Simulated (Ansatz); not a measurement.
Relaxation of the cluster NbB7 (charge 0, singlet) with RKS PBE-D4/def2-SVP in Ansatz.

Positions (Å) and forces (eV/Å) at steps 36, 37, 38 of 38:

```xyz
8
step=36 energy=-6267.8540 eV
Nb    1.020   -0.170    0.959    0.007   -0.005   -0.019
B     0.283   -0.722   -1.081   -0.026   -0.004    0.002
B    -1.366    0.074    0.349    0.023   -0.029   -0.025
B     0.513   -1.979   -0.084    0.019   -0.002    0.023
B    -0.715    1.513    0.390   -0.017   -0.030    0.006
B    -0.944   -1.431    0.108   -0.010    0.079    0.009
B     0.396    0.859   -0.927    0.006    0.005   -0.020
B     0.813    1.856    0.284   -0.003   -0.013    0.024
8
step=37 energy=-6267.8543 eV
Nb    1.022   -0.171    0.960    0.004    0.004   -0.034
B     0.275   -0.721   -1.079    0.005    0.003    0.004
B    -1.365    0.074    0.340   -0.001    0.001    0.003
B     0.516   -1.977   -0.080   -0.005   -0.006   -0.001
B    -0.713    1.511    0.394   -0.018    0.003   -0.011
B    -0.942   -1.430    0.108   -0.006   -0.007    0.007
B     0.394    0.860   -0.929    0.018   -0.002    0.029
B     0.814    1.854    0.285    0.002    0.003    0.002
8
step=38 energy=-6267.8544 eV
Nb    1.023   -0.171    0.958    0.001   -0.003   -0.002
B     0.276   -0.721   -1.079   -0.001    0.000   -0.001
B    -1.365    0.074    0.341   -0.001   -0.004    0.000
B     0.515   -1.978   -0.081   -0.002    0.002    0.003
B    -0.715    1.512    0.391    0.003    0.001    0.002
B    -0.943   -1.430    0.110    0.000    0.001   -0.002
B     0.396    0.860   -0.927    0.004    0.001    0.003
B     0.813    1.855    0.286   -0.005    0.002   -0.003
```

In the def2 sets Nb takes a core potential; there is no spin–orbit coupling. The structure comes from a short search, and lower isomers may exist.
